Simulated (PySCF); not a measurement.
**Circular dichroism: `InChI=1S/C4H14NPSi/c1-3-4(2)7(5)6/h4,7H,3,5-6H2,1-2H3/t4-,7-/m0/s1`**

Molfile (atoms numbered from 1):
```
C4H14NPSi
     RDKit          3D

 21 20  0  0  0  0  0  0  0  0999 V2000
   -1.7175    1.6771   -0.0741 C   0  0  0  0  0  0  0  0  0  0  0  0
   -1.6900    0.1925    0.2590 C   0  0  0  0  0  0  0  0  0  0  0  0
   -0.4908   -0.5327   -0.3542 C   0  0  2  0  0  0  0  0  0  0  0  0
   -0.6938   -2.0410   -0.2461 C   0  0  0  0  0  0  0  0  0  0  0  0
    1.1694   -0.0370    0.4527 Si  0  0  1  0  0  4  0  0  0  0  0  0
    2.3807   -1.0700   -0.2098 N   0  0  0  0  0  0  0  0  0  0  0  0
    1.8654    2.0159   -0.1516 P   0  0  0  0  0  0  0  0  0  0  0  0
   -0.8271    2.1781    0.3017 H   0  0  0  0  0  0  0  0  0  0  0  0
   -1.7560    1.8225   -1.1516 H   0  0  0  0  0  0  0  0  0  0  0  0
   -2.5904    2.1529    0.3681 H   0  0  0  0  0  0  0  0  0  0  0  0
   -1.6816    0.0582    1.3437 H   0  0  0  0  0  0  0  0  0  0  0  0
   -2.6104   -0.2666   -0.1155 H   0  0  0  0  0  0  0  0  0  0  0  0
   -0.4571   -0.2785   -1.4187 H   0  0  0  0  0  0  0  0  0  0  0  0
    0.1119   -2.5767   -0.7403 H   0  0  0  0  0  0  0  0  0  0  0  0
   -1.6321   -2.3382   -0.7135 H   0  0  0  0  0  0  0  0  0  0  0  0
   -0.7238   -2.3496    0.7969 H   0  0  0  0  0  0  0  0  0  0  0  0
    1.0193   -0.1486    1.9238 H   0  0  0  0  0  0  0  0  0  0  0  0
    2.2863   -2.0689   -0.1317 H   0  0  0  0  0  0  0  0  0  0  0  0
    3.3499   -0.8043   -0.1521 H   0  0  0  0  0  0  0  0  0  0  0  0
    1.5163    2.6206    1.0412 H   0  0  0  0  0  0  0  0  0  0  0  0
    3.1625    1.8113    0.2811 H   0  0  0  0  0  0  0  0  0  0  0  0
  1  2  1  0
  2  3  1  0
  3  4  1  0
  3  5  1  0
  5  6  1  0
  5  7  1  0
  1  8  1  0
  1  9  1  0
  1 10  1  0
  2 11  1  0
  2 12  1  0
  3 13  1  6
  4 14  1  0
  4 15  1  0
  4 16  1  0
  5 17  1  1
  6 18  1  0
  6 19  1  0
  7 20  1  0
  7 21  1  0
M  END
```

Computed with TDDFT PBE0/def2-SVPD circular dichroism and optical rotation, one conformer, gas phase (PySCF). Geometry: GFN2-xTB.

The molecule is flexible and this is one conformer; a measurement averages over conformers. States above about 7.1 eV (minus the energy of the highest occupied orbital) lie near or above the ionisation threshold and depend on the basis.

**Question.** What are the CIP labels of the stereocentres?

**Answer.** C3 S, Si5 S.

**Question.** List the lowest 8 singlet excitations with oscillator and rotatory strengths.

**Answer.** Rotatory strengths R in 10⁻⁴⁰ esu² cm², velocity form and length form (origin at the centre of mass); f in length form.
| state | E (eV) | λ (nm) | f | R (velocity) | R (length) | main |
| --- | --- | --- | --- | --- | --- | --- |
| 1 | 6.07 | 204 | 0.006 | -27.3 | -24.8 | HOMO→LUMO 0.88 |
| 2 | 6.38 | 194 | 0.010 | +17.8 | +17.8 | HOMO−1→LUMO 0.73, HOMO→LUMO+1 0.13 |
| 3 | 6.61 | 188 | 0.020 | +23.8 | +23.1 | HOMO→LUMO+1 0.67, HOMO−1→LUMO 0.12 |
| 4 | 6.83 | 182 | 0.093 | +59.8 | +58.4 | HOMO→LUMO+2 0.72 |
| 5 | 6.98 | 178 | 0.001 | +2.6 | +2.2 | HOMO−1→LUMO+1 0.70, HOMO−2→LUMO 0.10 |
| 6 | 7.04 | 176 | 0.012 | -8.8 | -9.4 | HOMO→LUMO+3 0.69 |
| 7 | 7.18 | 173 | 0.055 | -36.1 | -36.6 | HOMO−2→LUMO 0.70 |
| 8 | 7.21 | 172 | 0.072 | -22.1 | -20.8 | HOMO−1→LUMO+2 0.69 |

Among the states computed, the strongest CD band (largest |R|) is state 4. The largest dissymmetry factor in size, g = 4R/(D+G), with D and G the electric and magnetic dipole strengths, is -0.036 for state 1 (velocity form, f = 0.007), among bands with |R| over 0.5. The mirror image has the same energies and oscillator strengths and all R with the opposite sign.
